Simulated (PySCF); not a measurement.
# Indirect couplings

Bonds (- single, = double, # triple, : aromatic): C1-C2, C2-C3, C3-C4, C3-O5, O5-C6, C6-C7, C6-C8, C8-F9, C8-F10, C8-F11. C1 carries H12, H13, H14; C2 carries H15, H16; C3 carries H17; C4 carries H18, H19, H20; C6 carries H21; C7 carries H22, H23, H24. Stereochemistry as in CC[C@@H](C)O[C@H](C)C(F)(F)F. H16 is pro-R; H15 is pro-S.

Method: B3LYP/pcJ-1 (spin–dipole term only in couplings to heteroatoms)//PBE0-D3(BJ)/def2-SVP, PySCF 2.14; isolated molecule, single conformer, non-relativistic. Couplings are averaged over pairs made equivalent by symmetry, fast rotation or ring inversion, so a value needn't be that of the named pair in this geometry, while other rotamers aren't included; one pair stands for each set, and the list holds a selection of those of at least 1.5 Hz over up to four bonds, among pairs with at least one F or H atom (others weren't computed). One-bond C–F couplings come out tens of Hz too large with common functionals.

Isotopes: ¹³C, ¹⁹F, ¹H, ¹⁷O. Couplings to quadrupolar nuclei such as 17O and 33S are rarely resolved in practice.

```json
{"pair": "C1, H12", "bonds": "1", "J (Hz)": "132.1"}
{"pair": "C2, H15", "bonds": "1", "J (Hz)": "133.7"}
{"pair": "C2, H16", "bonds": "1", "J (Hz)": "?"}
{"pair": "C3, H17", "bonds": "1", "J (Hz)": "?"}
{"pair": "C4, H18", "bonds": "1", "J (Hz)": "?"}
{"pair": "C6, H21", "bonds": "1", "J (Hz)": "143.5"}
{"pair": "C7, H22", "bonds": "1", "J (Hz)": "136.2"}
{"pair": "C8, F9", "bonds": "1", "J (Hz)": "-349.4"}
{"pair": "C1, H16", "bonds": "2", "J (Hz)": "-4.2"}
{"pair": "C3, H16", "bonds": "2", "J (Hz)": "-5.6"}
{"pair": "C4, H17", "bonds": "2", "J (Hz)": "-2.0"}
{"pair": "O5, H17", "bonds": "2", "J (Hz)": "?"}
{"pair": "C6, F9", "bonds": "2", "J (Hz)": "31.1"}
{"pair": "C6, H22", "bonds": "2", "J (Hz)": "-3.8"}
{"pair": "C8, H21", "bonds": "2", "J (Hz)": "-3.1"}
{"pair": "H12, H13", "bonds": "2", "J (Hz)": "?"}
{"pair": "H15, H16", "bonds": "2", "J (Hz)": "-14.4"}
{"pair": "H22, H23", "bonds": "2", "J (Hz)": "-14.0"}
{"pair": "C3, H12", "bonds": "3", "J (Hz)": "6.0"}
{"pair": "C3, H21", "bonds": "3", "J (Hz)": "6.9"}
{"pair": "C4, H15", "bonds": "3", "J (Hz)": "4.1"}
{"pair": "C4, H16", "bonds": "3", "J (Hz)": "?"}
{"pair": "O5, F9", "bonds": "3", "J (Hz)": "1.8"}
{"pair": "O5, H22", "bonds": "3", "J (Hz)": "-5.1"}
{"pair": "C6, H17", "bonds": "3", "J (Hz)": "?"}
{"pair": "H12, H16", "bonds": "3", "J (Hz)": "?"}
```

Estimate the withheld couplings, with signs.

Answers


- ¹J(C2,H16) = 129.0 Hz (bond length 1.104 Å, sp3 carbon)
- ¹J(C3,H17) = 143.6 Hz (bond length 1.107 Å, sp3 carbon)
- ¹J(C4,H18) = 133.7 Hz (mean over equivalent pairs that range from 130.2 to 137.2 Hz in this conformer)
- ²J(O5,H17) = -2.1 Hz (angle at C3 109°)
- ²J(H12,H13) = -14.3 Hz
- ³J(C4,H16) = 7.6 Hz (dihedral angle 173°)
- ³J(C6,H17) = 5.0 Hz (dihedral angle 36°)
- ³J(H12,H16) = 8.6 Hz (mean over equivalent pairs that range from 3.5 to 17.1 Hz in this conformer)
